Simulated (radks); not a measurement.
Results of a calculation; reference values are marked as such.
The gold ion Au40+, configuration [Kr] 4d1 5s2 (not the ground configuration). Level of theory: scalar-relativistic Kohn-Sham, PBE, spin-polarised, spherical densities, finite nucleus; open shells are filled with parallel spins first (spin-orbit coupling, left out, can overturn this in heavy ions); Fermi nuclear charge, rms radius 5.4371 fm (a radial shooting solver on a logarithmic mesh with Libxc functionals).

Unscreened Slater integrals over Kohn-Sham orbitals (eV). They are taken over the spin-up orbitals. Empty in this configuration: 4f.

integral,value
"F0(5s,5s)",38.145
"F0(5s,4d)",45.215
"G2(5s,4d)",5.1133
"F0(5s,4p)",45.159
"G1(5s,4p)",4.6594
"F0(5s,4s)",45.480
"G0(5s,4s)",3.4536
"F0(5s,4f)",45.887
"G3(5s,4f)",4.5914
"F0(4d,4d)",64.272
"F2(4d,4d)",32.746
"F4(4d,4d)",22.340
"F0(4d,4p)",63.987
"F2(4d,4p)",32.756
"G1(4d,4p)",40.585
"G3(4d,4p)",26.074
"F0(4d,4s)",65.026
"G2(4d,4s)",32.377
"F0(4d,4f)",66.182
"F2(4d,4f)",33.072
"F4(4d,4f)",21.518
"G1(4d,4f)",32.980
"G3(4d,4f)",23.147
"G5(4d,4f)",17.137
"F0(4p,4p)",63.896
"F2(4p,4p)",33.267
"F0(4p,4s)",64.897
"G1(4p,4s)",43.785
"F0(4p,4f)",65.958
"F2(4p,4f)",33.319
"G2(4p,4f)",25.729
"G4(4p,4f)",19.130
"F0(4s,4s)",65.995
"F0(4s,4f)",67.251
"G3(4s,4f)",23.205
"F0(4f,4f)",69.797
"F2(4f,4f)",37.815
"F4(4f,4f)",24.910
"F6(4f,4f)",18.306

Derived for the open shells (J is the average intra-shell exchange parameter used in DFT+U). 4d: Racah B = F2/49 - 5 F4/441 = 0.4150 eV, C = 35 F4/441 = 1.773 eV, C/B = 4.27, F4/F2 = 0.682, J = (F2 + F4)/14 = 3.935 eV.
